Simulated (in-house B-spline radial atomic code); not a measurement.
Settings and results of a run for Zr+ (with a hole in an inner shell). Level of theory: Dirac-Hartree-Fock, average of the jj configuration, Fermi nucleus of rms radius 4.2694 fm; calculated with a radial B-spline atomic code at the basis-set limit.

In the input, a minus or plus after the letter marks the j = l - 1/2 or j = l + 1/2 subshell.

Command:
```bash
python run_scf.py task.json out
```
Settings (nuclear radius in fm, mass in u):
```
Z                40
configuration    1s2 2s2 2p6 3s2 3p-2 3p+3 3d10 4s2 4p6 4d2 5s2
hamiltonian      dirac
method           hf
spin_polarised   False
nucleus          fermi
rms_radius       4.2694
atomic_mass      89.9047
speed_of_light   137.035999084
```

Output (hartree, bohr):
```
 radial grid: 82 intervals, B-splines of order 8, outer radius 60 bohr

 iter        energy (Eh)    residual
    1       -3580.351762    5.22e-01
    2       -3583.478243    1.87e-01
    3       -3584.399415    4.50e-02
    4       -3584.472750    1.63e-02
    5       -3584.480532    5.64e-03
    6       -3584.481818    1.29e-03
    7       -3584.481899    4.10e-04
    8       -3584.481908    6.34e-05
    9       -3584.481908    1.14e-05
   10       -3584.481908    1.16e-06
   11       -3584.481908    8.71e-08

 total energy                     -3584.48191
 kinetic                            3705.7499
 electron-nucleus                  -8621.6523
 electron-electron                  1331.4205

 first-order corrections (not in the total)
   Gaunt                             2.2614
   retardation                      -0.2209
   frequency dependence             -0.0126
   self-energy                       1.5266
   Uehling                          -0.1689
   Wichmann-Kroll                    0.0023
   recoil                            0.0156

 orbital      occ     eigenvalue          <r>       <r^2>       <1/r>       <r^4>     <1/r^3>       r_max    small
 1s1/2      2.000      -667.0629    0.0370505  0.00185125     41.2626 8.87536e-06           -     0.02414  2.12e-02
 2s1/2      2.000       -96.1947     0.161806   0.0309301     9.37382  0.00165685           -      0.1368  4.34e-03
 2p1/2      2.000       -87.8947     0.138634   0.0235913     9.31255  0.00112343           -       0.107  4.31e-03
 2p3/2      4.000       -84.6658     0.143148   0.0250391     8.90611  0.00125534     2028.08      0.1107  4.17e-03
 3s1/2      2.000       -17.6472     0.452193    0.234155     3.20055   0.0847308           -      0.4055  1.15e-03
 3p1/2      2.000       -14.6040     0.448481    0.233999     3.09436    0.089082           -       0.394  1.09e-03
 3p3/2      3.000       -14.0953     0.462004    0.249417     2.98796    0.105234      334.64      0.4035  1.05e-03
 3d3/2      4.000        -8.5552     0.440841    0.233421      2.7948     0.10515     47.6462       0.344  9.40e-04
 3d5/2      6.000        -8.3884     0.444289     0.23706     2.77087    0.108503     45.7535      0.3463  9.31e-04
 4s1/2      2.000        -3.0899      1.17566     1.56092     1.14538     3.65119           -       1.052  2.43e-04
 4p1/2      2.000        -2.0847      1.28894     1.89636     1.03296     5.65545           -       1.124  2.05e-04
 4p3/2      4.000        -1.9981      1.31494     1.98004     1.02382     6.19716     48.3237       1.151  2.09e-04
 4d3/2      0.800        -0.7244      1.79784     3.82563     0.72917     26.7258     3.60798       1.429  1.11e-04
 4d5/2      1.200        -0.7170      1.81332     3.89121    0.722541     27.6282     3.44352       1.442  1.10e-04
 5s1/2      2.000        -0.4862      3.32835     12.4753    0.379739     235.078           -       2.899  3.34e-05
```

Run time, properties included: 1.4 s on 1 thread of AMD EPYC 7R13 Processor (shared host).

For the Dirac Hamiltonian the kinetic term is c α·p + (β - 1)c².
